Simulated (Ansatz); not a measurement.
Coupled-cluster run, Cl₂GeH₄OSSi, SMILES `O[SiH](Cl)[S][GeH2][Cl]`.

```yaml
crystal:
  periodic: [false, false, false]
  atoms:
    - {symbol: O, position_ang: [-0.527682, 0.054015, 1.570533]}
    - {symbol: Si, position_ang: [-0.564322, -1.220931, 0.549892]}
    - {symbol: Cl, position_ang: [-2.154992, -2.451984, 0.924150]}
    - {symbol: S, position_ang: [-0.837532, -0.469149, -1.409658]}
    - {symbol: Ge, position_ang: [0.480469, 1.306981, -1.254272]}
    - {symbol: Cl, position_ang: [2.424782, 0.714837, -0.529901]}
    - {symbol: H, position_ang: [-0.073288, -0.057144, 2.408239]}
    - {symbol: H, position_ang: [0.650472, -2.045696, 0.695474]}
    - {symbol: H, position_ang: [-0.059712, 2.343377, -0.270655]}
    - {symbol: H, position_ang: [0.661814, 1.825714, -2.683792]}
basis:
  gaussian: {orbitals: def2-TZVPP}
correlation: {method: ccsd_t}
```

```sh
$ ansatz run in.yaml --threads 2 --pin off --events-out ev --progress --plain --max-ram 22528MiB --backend cuda --devices 0, --max-vram 18GiB
```

Output of Ansatz, abridged:

```
Functional definition: HF
1823 factors; integrals over basis functions are off by at most 7.1e-4 eV
mean field evaluation 1: about -102265.1683 eV, gradient 4.0e1 eV
mean field evaluation 2: about -102265.5408 eV, gradient 4.0e1 eV
mean field evaluation 4: about -102269.0692 eV, gradient 3.5e0 eV
mean field evaluation 8: about -102269.1334 eV, gradient 3.2e-1 eV
mean field -102269.13401650 eV, -3758.3213545977 hartree, gradient 6.9e-6 eV, S^2 0.000000; 0 other end points of the search recorded, 0 dependent functions left out
30 core orbitals not correlated: weight in the atoms' cores, before any rotation towards them, 1.000 or more for the frozen orbitals, at most 0.000 for the correlated occupied ones
reference -102269.13401650 eV, -3758.3213545977 hartree; 24, 24 occupied and 249, 249 virtual orbitals, 1823 factors
second order -31.63294598 eV of doubles, -0.00000000 eV of singles
cycle   1  -32.27734091 eV  change   -6.4e-1 eV  update   1.2e-1
cycle   2  -33.08291401 eV  change   -8.1e-1 eV  update   3.3e-2
cycle   3  -33.21801777 eV  change   -1.4e-1 eV  update   1.6e-2
cycle   4  -33.19994446 eV  change    1.8e-2 eV  update   3.5e-3
cycle   5  -33.19839833 eV  change    1.5e-3 eV  update   1.5e-3
cycle   6  -33.19866314 eV  change   -2.6e-4 eV  update   4.3e-4
cycle   7  -33.19841518 eV  change    2.5e-4 eV  update   1.6e-4
cycle   8  -33.19842557 eV  change   -1.0e-5 eV  update   4.6e-5
perturbative correction -1.40025772 eV, -0.0514585220 hartree
Total energy: -102303.73269979 eV, -3759.5928327568 hartree
```

Run time 4.8 s (2 threads of an AMD EPYC 7R13 on a shared host and a share of an NVIDIA H100 80 GB); peak host memory 0.87 GiB.

Correlation energy per correlated electron: -0.721 eV. T1 diagnostic: 0.0107.
